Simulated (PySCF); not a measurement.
This PySCF input asks for the NMR shieldings of `InChI=1S/C2H11FSSi3/c3-1-2-6-7-4-5/h1-2,6-7H2,5H3`; the geometry comes from GFN2-xTB.

```python
import basis_set_exchange as bse
import numpy as np
from pyscf import gto, dft
from pyscf.prop import nmr

atoms = """
F    -1.952639    1.356768    0.959622
C    -2.628058    0.157906    0.841957
C    -2.360344   -0.471480   -0.508505
Si   -0.495882   -0.772186   -0.813958
Si    0.650589    1.241448   -0.799626
S     2.577897    0.985158   -1.768401
Si    3.654837   -0.309953   -0.461312
H    -2.269726   -0.476717    1.658503
H    -3.687856    0.389666    0.994383
H    -2.771793    0.172932   -1.285743
H    -2.910289   -1.410247   -0.548915
H    -0.065973   -1.707739    0.243993
H    -0.422947   -1.526238   -2.074118
H     0.086602    2.306313   -1.622539
H     0.967123    1.778518    0.523261
H     4.977904   -0.378945   -1.052735
H     2.971376   -1.599753   -0.438861
H     3.670421    0.270867    0.876575
"""
names = dict.fromkeys(["F", "C", "Si", "S", "H"], "pcSseg-1")
basis = {el: gto.basis.parse(bse.get_basis(n, elements=[el], fmt="nwchem")) for el, n in names.items()}
mol = gto.M(atom=atoms, basis=basis, charge=0, verbose=0)
mf = dft.RKS(mol, xc="PBE0")
mf.grids.level = 2
mf.grids.alignment = dft.numint.BLKSIZE   # the property module wants whole blocks of grid points
mf.conv_tol = 1e-9
mf.kernel()

calc = nmr.RKS(mf)   # GIAO
C = mf.mo_coeff
Co = C[:, mf.mo_occ > 0]
resp = mf.gen_response(singlet=True, hermi=2)
def vind(x):   # induced exchange potential for any number of trial vectors
    d = np.einsum("pi,xij,qj->xpq", C, 2 * x.reshape(-1, C.shape[1], Co.shape[1]), Co, optimize=True)
    return np.einsum("xpq,pi,qj->xij", resp(d - d.transpose(0, 2, 1)), C, Co, optimize=True).ravel()
mo1, _ = nmr.rhf.solve_mo1(calc, with_cphf=vind)
sigma = calc.kernel(mo1)
for i, s in enumerate(sigma):   # ppm
    w = np.linalg.eigvalsh((s + s.T) / 2)
    print("%2d %-2s iso %8.1f  s11 %8.1f  s22 %8.1f  s33 %8.1f" % (i, mol.atom_pure_symbol(i), w.mean(), *w))
```

Problem. What are the results?

Solution. 
```
 0 F  iso    410.7  s11    380.2  s22    394.4  s33    457.6
 1 C  iso    100.9  s11     61.6  s22     84.9  s33    156.2
 2 C  iso    170.7  s11    151.4  s22    173.9  s33    186.9
 3 Si iso    424.0  s11    399.6  s22    411.9  s33    460.5
 4 Si iso    401.3  s11    357.2  s22    395.8  s33    451.0
 5 S  iso    837.7  s11    802.8  s22    829.8  s33    880.6
 6 Si iso    407.0  s11    367.6  s22    396.5  s33    457.0
 7 H  iso     27.2  s11     23.2  s22     26.6  s33     31.8
 8 H  iso     26.5  s11     21.4  s22     26.4  s33     31.7
 9 H  iso     30.3  s11     26.7  s22     28.3  s33     36.0
10 H  iso     30.8  s11     25.8  s22     28.3  s33     38.2
11 H  iso     27.6  s11     23.5  s22     27.0  s33     32.1
12 H  iso     27.7  s11     23.7  s22     26.7  s33     32.6
13 H  iso     26.9  s11     22.0  s22     26.5  s33     32.1
14 H  iso     26.8  s11     21.9  s22     27.0  s33     31.6
15 H  iso     27.1  s11     23.1  s22     24.6  s33     33.6
16 H  iso     27.1  s11     22.6  s22     26.4  s33     32.2
17 H  iso     27.1  s11     23.6  s22     25.1  s33     32.7
```

These numbers come from an equivalent density-fitted implementation of the same equations, which agrees with the script to about 0.01 ppm for H and up to a few tenths of a ppm for heavy atoms, so last digits may differ.

Problem. Turn these shieldings into chemical shifts. δ = σ(ref) − σ, references computed at the same level: 19F (σref 170.95) against CFCl3; TMS for 13C (σref 186.93), 29Si (σref 349.16), 1H (σref 31.72); CS2 for 33S (σref 503.73).

Solution. Averaging equivalent atoms: F 0: -239.8; C 1: 86.0; C 2: 16.2; Si 4: -52.2; Si 6: -57.9; Si 3: -74.8; S 5: -334; H 13/14: 4.88; H 7/8: 4.85; H 15/16/17: 4.61; H 11/12: 4.10; H 9/10: 1.16 ppm. Unscaled 19F shifts against computed CFCl3 carry errors that often reach 10 to 50 ppm.

Size and cost of the density-fitted run: 202 basis functions, 34 s wall time on 1 thread of an Arm Neoverse V2, shared host; peak memory 0.91 GiB.
